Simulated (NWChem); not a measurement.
System: BeHSF; SMILES [F][Be][SH]

```xyz
4

Be     0.0215    -0.6730     0.0000
F      0.0192    -2.0491     0.0000
S      0.0641     1.2366     0.0000
H     -1.2849     1.3479     0.0000
```
Atoms are numbered in this order, from 1.

All runs: NWChem. Pople sets run with spherical d functions. Structure relaxed at the B3LYP/6-31G* (spherical d) level.

Q: Estimate the computed values for PW6B95/6-31G*. Quantities: highest occupied level (eV); orbital gap (eV); dipole (D).

A: 
| Quantity | Value |
|---|---|
| highest occupied level (eV) | -7.77 |
| orbital gap (eV) | 7.95 |
| dipole (D) | 0.96 |
